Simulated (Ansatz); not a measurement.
Born–Oppenheimer molecular dynamics of C2H5OSi (9 atoms, charge 1, multiplicity 1). It starts at the highest image of a converged band. Of that band: The profile has 2 maxima (images 1, 5) with wells between them (image 4): this band takes more than one step, which may be the mechanism or a detour left from its start path. Neighbouring images differ by up to 1.2 eV, so the band resolves the path poorly. A vibrational analysis at the climbing image gives one clearly imaginary mode, 135i cm⁻¹: a first-order saddle point.

The calculation used RKS r2SCAN/def2-SVP in Ansatz.

| Property | Result |
| --- | --- |
| ensemble | NVE (velocity Verlet) |
| time step | 0.5 fs |
| steps asked | 200 |
| starting velocities drawn for | 300 K |
| seed | 12241 |

First frame:

```xyz
9
Properties=species:S:1:pos:R:3
C 0.132 1.290 -1.268
C 0.327 0.133 -0.493
Si 0.925 -1.392 0.123
O -0.329 -1.436 1.625
H -0.309 1.155 -2.273
H -0.712 1.711 -0.643
H 0.920 2.065 -1.223
H 0.046 -1.379 2.524
H -0.999 -2.147 1.628
```

Problem. What does the run give?

Solution. The run went to its last step.

```json
{
  "steps done": "200",
  "time covered": "100 fs",
  "mean temperature over the second half": "146 K",
  "spread of the potential energy over the second half": "4.8 meV per atom",
  "mean potential energy of the second half above the start": "15.6 meV per atom"
}
```

The conserved energy stayed within 0.2 meV per atom of its start (net change 0.11 meV per atom), so the integration is sound. The temperature averaged 0.49 of the 300 K drawn at the start: a run that starts near a minimum puts about half its kinetic energy into the potential. A run of 0.1 ps of so small a system gives no equilibrium averages. The orbitals stay closed-shell, which can raise the energy where a bond breaks towards radicals; this wasn't checked here. Limits of this set-up: the dipole of an ion depends on the origin.

Problem. What happens to the structure?

Solution. The step under study would form C2–H6 and break C1–H6. These pairs go: C2–H6 1.90 → 1.83 Å, C1–H6 1.13 → 1.17 Å. In the last frame they stand as before the step (other bonds may differ from the relaxed reactants and products). It ends as one piece, C2H5OSi (total charge +1). Pairs count as bonded within 1.25 times the sum of covalent radii (0.12 Å more for H–H). The details hang on the random start.

Problem. How do temperature and energy run in time?

Solution. 
| time (fs) | T (K) | potential energy less start (eV) | conserved less start (meV/atom) |
| --- | --- | --- | --- |
| 0.0 | 300 | 0.000 | 0.00 |
| 5.0 | 147 | 0.140 | 0.08 |
| 10.0 | 153 | 0.134 | 0.08 |
| 15.0 | 177 | 0.113 | 0.14 |
| 20.0 | 97 | 0.186 | 0.20 |
| 25.0 | 173 | 0.116 | 0.16 |
| 30.0 | 170 | 0.118 | 0.13 |
| 35.0 | 74 | 0.205 | 0.14 |
| 40.0 | 217 | 0.075 | 0.05 |
| 45.0 | 163 | 0.125 | 0.07 |
| 50.0 | 132 | 0.153 | 0.09 |
| 55.0 | 210 | 0.082 | 0.07 |
| 60.0 | 91 | 0.190 | 0.14 |
| 65.0 | 149 | 0.138 | 0.15 |
| 70.0 | 194 | 0.097 | 0.13 |
| 75.0 | 88 | 0.193 | 0.14 |
| 80.0 | 159 | 0.128 | 0.09 |
| 85.0 | 168 | 0.120 | 0.04 |
| 90.0 | 88 | 0.192 | 0.07 |
| 95.0 | 199 | 0.092 | 0.07 |
| 100.0 | 146 | 0.140 | 0.11 |

The run took 5 min on 2 threads of AMD EPYC 7R13 Processor (Zen 3), on a shared host, peak memory 0.16 GiB.
